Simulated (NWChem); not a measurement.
Species: AlCl, singlet; SMILES [Al][Cl]

Computed with NWChem. Low-valent species are run as closed-shell singlets; no triplet was tried in these runs. Each level has its own optimisation; frequencies are unscaled.

```csv
level,r Al–Cl (Å),highest harmonic frequency (cm⁻¹),zero-point energy (kcal/mol),dipole (D)
PBE/def2-SVP,2.162,477,0.7,1.16
B3LYP/def2-TZVP,2.160,460,0.7,1.69
PBE0/def2-TZVP,2.147,474,0.7,(withheld)
BLYP/def2-SVP,2.172,468,0.7,1.20
PBE0/def2-SVP,2.147,493,0.7,1.27
```

Q: Fill in the missing entries.

A: 
- PBE0/def2-TZVP, dipole (D): 1.50
